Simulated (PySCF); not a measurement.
SMILES [CH2]([Al]([CH2]C)[CH2]C)C (GFN2-xTB optimised geometry):

```
22

C      0.948    -2.295    -0.068
C      1.833    -1.052    -0.256
Al     0.825     0.669     0.000
C     -1.188     0.669     0.000
C     -1.782     2.087     0.000
C      1.854     2.366     0.310
C      1.981     2.762     1.793
H      0.555    -2.336     0.947
H      1.504    -3.215    -0.255
H      0.099    -2.268    -0.750
H      2.682    -1.111     0.441
H      2.291    -1.100    -1.255
H     -1.584     0.121    -0.868
H     -1.583     0.126     0.872
H     -1.412     2.659     0.850
H     -2.871     2.065     0.055
H     -1.498     2.621    -0.906
H      2.871     2.266    -0.102
H      1.407     3.215    -0.228
H      2.548     3.687     1.911
H      0.999     2.909     2.240
H      2.487     1.980     2.358
```

Computed with B3LYP/def2-SVP in PySCF 2.14.0.

**Question.** What are the frontier orbital energies and the dipole moment?

**Answer.** HOMO-2 -8.88 eV, HOMO-1 -6.76 eV, HOMO -6.66 eV, LUMO -0.80 eV, LUMO+1 0.42 eV; dipole moment 0.12 D.

Meta-Löwdin charges at B3LYP/def2-SVP: C1 -0.26, C2 -0.44, Al3 0.82, C4 -0.44, C5 -0.26, C6 -0.44, C7 -0.26, H8 0.08, H9 0.09, H10 0.08, H11 0.09, H12 0.09, H13 0.09, H14 0.09, H15 0.08, H16 0.09, H17 0.08, H18 0.09, H19 0.09, H20 0.09, H21 0.08, H22 0.08.
